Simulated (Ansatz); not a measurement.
Reaction (formal exchange of groups at the Si–O bond): `O[Si](O)(O)O[SiH2]F` + `F[SiH3]` → `F[SiH2][SiH2]F` + `O[Si](O)(O)O`

Computed with Ansatz on PBE0-D4/def2-TZVP structures; ΔE is electronic, products minus reactants. CBS: MP2 limit from def2 TZ/QZ plus the TZ coupled-cluster correction, frozen cores. This one scheme is used for every species. Functionals use def2-TZVPP. B3LYP here is the variant with VWN-RPA as its local correlation; programs differ in this. One conformer a species, not always the lowest.

`O[Si](O)(O)O[SiH2]F`:

Z-matrix (Å, degrees):
```
Si
O 1 1.630
O 1 1.626 2 106.8
O 1 1.626 2 114.8 3 119.9
O 1 1.625 2 108.5 3 -122.9
H 2 0.958 1 117.7 3 165.0
H 3 0.958 1 117.3 2 -35.9
H 4 0.958 1 117.1 2 -72.0
Si 5 1.620 1 145.5 2 166.0
F 9 1.594 5 108.8 1 -94.5
H 9 1.477 5 108.6 1 149.0
H 9 1.478 5 111.3 1 23.6
```

`F[SiH3]`:

Cartesian coordinates in Å:
```
F 0.429 -1.274 -0.791
Si -0.011 0.033 0.020
H 0.873 0.169 1.201
H -1.422 -0.134 0.443
H 0.130 1.206 -0.874
```

`F[SiH2][SiH2]F`:

Z-matrix (Å, degrees):
```
Si
Si 1 2.355
F 1 1.607 2 107.7
H 1 1.485 2 111.7 3 118.6
H 1 1.485 2 111.8 3 -118.6
F 2 1.607 1 107.7 3 -179.9
H 2 1.485 1 111.7 3 -61.3
H 2 1.485 1 111.7 3 61.4
```

`O[Si](O)(O)O`:

```xyz
9

O     1.091   -0.370   -1.155
Si    0.000    0.000    0.000
O    -0.426    1.554   -0.251
O     0.535   -0.088    1.538
O    -1.200   -1.097   -0.133
H     1.705    0.323   -1.402
H    -0.832    2.012    0.487
H     0.557   -0.959    1.936
H    -1.430   -1.376   -1.020
```

CCSD(T)/CBS gives +149.1 kJ/mol.

**Question.** Another level gave +143.3 kJ/mol. Which?
A. PBE-D4/def2-TZVPP
B. B3LYP/def2-TZVPP
C. MP2/def2-TZVPP
D. CCSD/def2-TZVPP

**Answer.** B. B3LYP 143.3, CCSD/def2-TZVPP 153.2, MP2/def2-TZVPP 158.3, PBE-D4 120.3 kJ/mol.

Largest T1 diagnostic among the species: 0.012.

The D4 term adds +3.6 kJ/mol with B3LYP and +2.4 kJ/mol with PBE0; it sums over pairs of atoms, weighted by their polarisabilities, and B3LYP, whose exchange is more repulsive, gets the larger term. From PBE to PBE0 (25 % exact exchange), in def2-TZVPP and without D4, ΔE moves by +10.5 kJ/mol. In def2-TZVPP, CCSD(T) changes the Hartree–Fock value by −20.5 kJ/mol (the triples alone add −2.5 kJ/mol) and MP2 by −12.9 kJ/mol.
